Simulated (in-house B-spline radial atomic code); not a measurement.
Yb³⁺ is squeezed into an impenetrable sphere of radius R (the orbitals vanish at R). All numbers are computed (scalar-relativistic (X2C) Hartree-Fock, spin-polarised, averaged over the determinants with the given up and down occupations; Fermi nucleus of rms radius 5.3108 fm) with a B-spline radial code for spherical atoms, not measured.

Energies in eV above the free ion in [Xe] 4f13:

```csv
R (bohr),highest level (eV),[Xe] 4f13,[Kr] 4d9 4f14 5s2 5p6,[Kr] 4d10 4f13 5s2 5p5 5f1
8.49,-47.5,1.086e-05,188.9,49.29
6.78,-47.5,2.234e-05,188.9,50.08
5.38,-47.5,0.002234,188.9,52.45
4.16,-47.3,0.1455,189,58.81
3.65,-46.9,0.7798,189.7,64.86
2.96,-44.4,7.008,195.8,84.17
2.48,-38.2,31.07,219.7,124.7
2.32,-34.3,50.95,239.5,152.4
1.91,-15.8,183.8,372.4,313.4
1.39,91.8,1055,1249,1241
```

Does [Kr] 4d9 4f14 5s2 5p6 fall below [Xe] 4f13 under compression?

No, it stays above over the whole range.

Does [Kr] 4d10 4f13 5s2 5p5 5f1 fall below [Xe] 4f13 under compression?

No, it stays above over the whole range.

The highest level is first positive in the row R = 1.39 bohr, pushed up by confinement above the zero of the free ion's potential. Each configuration is held fixed and needn't be the lowest in the sphere.
